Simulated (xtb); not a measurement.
C6H16N2, triplet, at the geometry of the source list (a higher spin typed on purpose: for a closed-shell molecule this is an excited state); GFN0-xTB (xtb).

xtb was given this input:
```
$ xtb mol.xyz --gfn 0 --uhf 2 --opt --json

# file mol.xyz
24

C      2.41240000    -1.09460000     0.97750000
N      1.34980000    -0.27300000     0.44100000
C      1.86760000     0.93370000    -0.16730000
C      0.51700000    -1.04020000    -0.46510000
C     -0.68000000    -0.25830000    -1.01810000
N     -1.30650000     0.61790000    -0.04710000
C     -1.76190000    -0.09170000     1.12920000
C     -2.37730000     1.37450000    -0.65780000
H      2.98100000    -0.51240000     1.70130000
H      1.98200000    -1.95600000     1.48840000
H      3.10470000    -1.46230000     0.20110000
H      1.03490000     1.59190000    -0.39930000
H      2.44490000     0.73210000    -1.08520000
H      2.51830000     1.43740000     0.54630000
H      0.15820000    -1.91350000     0.08710000
H      1.09680000    -1.41460000    -1.33220000
H     -0.35230000     0.36710000    -1.85340000
H     -1.39960000    -0.99750000    -1.42300000
H     -0.89800000    -0.50100000     1.64530000
H     -2.26120000     0.61180000     1.79430000
H     -2.46660000    -0.90510000     0.88770000
H     -3.19590000     0.73580000    -1.03100000
H     -1.98270000     1.94980000    -1.49550000
H     -2.78580000     2.06820000     0.07570000
```

What the program printed (banner, timings and long lists left out):

```
   ID    Z sym.   atoms
    1    6 C      1, 3-5, 7, 8
    2    7 N      2, 6
    3    1 H      9-24

           -------------------------------------------------
          |                Calculation Setup                |
           -------------------------------------------------

           -------------------------------------------------
          |                 G F N 0 - x T B                 |
           -------------------------------------------------

          ...................................................
          :                      SETUP                      :
          :.................................................:
          :  # basis functions                  64          :
          :  # atomic orbitals                  64          :
          :  # shells                           48          :
          :  # electrons                        50          :
          :  electronic temp.          300.0000000     K    :
          :  accuracy                    1.0000000          :
          :  -> integral cutoff          0.2500000E+02      :
          :  -> integral neglect         0.1000000E-07      :
          ...................................................

         :::::::::::::::::::::::::::::::::::::::::::::::::::::
         ::                     SUMMARY                     ::
         :::::::::::::::::::::::::::::::::::::::::::::::::::::
         :: total energy             -27.291078031999 Eh    ::
         :: gradient norm              0.056415967931 Eh/a0 ::
         :: HOMO-LUMO gap              0.008350148736 eV    ::
         ::.................................................::
         :: H0 energy                -27.508598452398 Eh    ::
         :: repulsion energy           0.369533022247 Eh    ::
         :: electrostat energy        -0.066888788126 Eh    ::
         :: -> Gsolv                   0.000000000000 Eh    ::
         ::    -> Gsasa                0.000000000000 Eh    ::
         ::    -> Gshift               0.000000000000 Eh    ::
         :: dispersion energy         -0.008767891137 Eh    ::
         :: short-range corr.         -0.076355922586 Eh    ::
         :: add. restraining           0.000000000000 Eh    ::
         :: total charge              -0.000000000000 e     ::
         :::::::::::::::::::::::::::::::::::::::::::::::::::::

      -----------------------------------------------------------
     |                   =====================                   |
     |                        A N C O P T                        |
     |                   =====================                   |
     |               Approximate Normal Coordinate               |
     |                Rational Function Optimizer                |
      -----------------------------------------------------------
      -----------------------------------------------------------
     |                   =====================                   |
     |                        A N C O P T                        |
     |                   =====================                   |
     |               Approximate Normal Coordinate               |
     |                Rational Function Optimizer                |
      -----------------------------------------------------------

          ...................................................
          :                      SETUP                      :
          :.................................................:
          :   optimization level            normal          :
          :   max. optcycles                   200          :
          :   ANC micro-cycles                  20          :
          :   degrees of freedom                66          :
          :.................................................:
          :   RF solver                   davidson          :
          :   write xtbopt.log                true          :
          :   linear?                        false          :
[...]
 * total energy  :   -27.3203733 Eh     change       -0.6578268E-04 Eh
 * total energy  :   -27.3203934 Eh     change       -0.2008789E-04 Eh
 * total energy  :   -27.3204484 Eh     change       -0.5501262E-04 Eh
 * total energy  :   -27.3204701 Eh     change       -0.2174056E-04 Eh
 * total energy  :   -27.3204881 Eh     change       -0.1799461E-04 Eh
 * total energy  :   -27.3205013 Eh     change       -0.1318689E-04 Eh
 * total energy  :   -27.3205115 Eh     change       -0.1022784E-04 Eh
 * total energy  :   -27.3205188 Eh     change       -0.7246146E-05 Eh
 * total energy  :   -27.3205273 Eh     change       -0.8526144E-05 Eh
 * total energy  :   -27.3205333 Eh     change       -0.5980596E-05 Eh
 * total energy  :   -27.3205408 Eh     change       -0.7507473E-05 Eh
 * total energy  :   -27.3205451 Eh     change       -0.4340211E-05 Eh
   *** GEOMETRY OPTIMIZATION CONVERGED AFTER 84 ITERATIONS ***
         :: total energy             -27.320545142102 Eh    ::
[...]
     3   6 C        3.700     0.027    22.672     6.888
     4   6 C        3.758     0.149    20.419     6.520
     5   6 C        3.763     0.147    20.437     6.521
     6   7 N        2.726    -0.610    34.531     8.798
     7   6 C        3.699     0.021    22.776     6.904
     8   6 C        3.708     0.012    22.928     6.924
     9   1 H        0.923     0.096     1.819     2.109
    10   1 H        0.919     0.065     2.143     2.290
    11   1 H        0.924     0.046     2.375     2.410
    12   1 H        0.923     0.053     2.283     2.363
    13   1 H        0.924     0.057     2.230     2.335
    14   1 H        0.925     0.057     2.238     2.339
    15   1 H        0.919     0.044     2.392     2.419
    16   1 H        0.925     0.019     2.746     2.591
    17   1 H        0.925     0.046     2.365     2.405
    18   1 H        0.924     0.010     2.888     2.658
    19   1 H        0.916     0.053     2.289     2.366
    20   1 H        0.925     0.055     2.257     2.350
    21   1 H        0.924     0.046     2.371     2.408
    22   1 H        0.924     0.050     2.317     2.380
    23   1 H        0.925     0.059     2.214     2.327
    24   1 H        0.924     0.058     2.217     2.328

 Mol. C6AA /au·bohr⁶  :       4110.526787
 Mol. C8AA /au·bohr⁸  :      84440.639911
 Mol. α(0) /au        :         96.268786

Wiberg/Mayer (AO) data.
largest (>0.10) Wiberg bond orders for each atom

 ---------------------------------------------------------------------------
     #   Z sym  total        # sym  WBO       # sym  WBO       # sym  WBO
 ---------------------------------------------------------------------------
     1   6 C    3.948 --     2 N    1.020    11 H    0.965     9 H    0.932
                            10 H    0.925
     2   7 N    3.376 --     4 C    1.058     1 C    1.020     3 C    0.995
                             6 N    0.146
     3   6 C    3.946 --     2 N    0.995    14 H    0.980    13 H    0.969
                            12 H    0.940
     4   6 C    3.949 --     2 N    1.058    16 H    0.971    15 H    0.908
                             5 C    0.900
     5   6 C    3.949 --     6 N    1.018    17 H    0.956    18 H    0.955
                             4 C    0.900
     6   7 N    3.198 --     5 C    1.018     7 C    0.982     8 C    0.965
                             2 N    0.146
     7   6 C    3.950 --     6 N    0.982    20 H    0.975    21 H    0.966
                            19 H    0.912
     8   6 C    3.945 --    24 H    0.980    23 H    0.976    22 H    0.971
                             6 N    0.965
     9   1 H    0.989 --     1 C    0.932
    10   1 H    1.195 --     1 C    0.925
    11   1 H    0.984 --     1 C    0.965
    12   1 H    1.010 --     3 C    0.940
    13   1 H    0.985 --     3 C    0.969
    14   1 H    0.982 --     3 C    0.980
    15   1 H    1.238 --     4 C    0.908    19 H    0.117
    16   1 H    0.980 --     4 C    0.971
    17   1 H    1.135 --     5 C    0.956
    18   1 H    1.031 --     5 C    0.955
    19   1 H    1.305 --     7 C    0.912    15 H    0.117
    20   1 H    1.014 --     7 C    0.975
    21   1 H    0.997 --     7 C    0.966
    22   1 H    0.986 --     8 C    0.971
    23   1 H    1.046 --     8 C    0.976
    24   1 H    0.989 --     8 C    0.980
 ---------------------------------------------------------------------------

Topologies differ in total number of bonds
Writing topology from bond orders to xtbtopo.mol

 dipole moment from electron density (au)
     X       Y       Z
   1.8362   1.5130  -1.3951  total (Debye):    7.010

optimized geometry written to: xtbopt.xyz

           -------------------------------------------------
          | TOTAL ENERGY              -27.320545142102 Eh   |
          | GRADIENT NORM               0.000612921311 Eh/α |
          | HOMO-LUMO GAP               0.317891388400 eV   |
           -------------------------------------------------
```
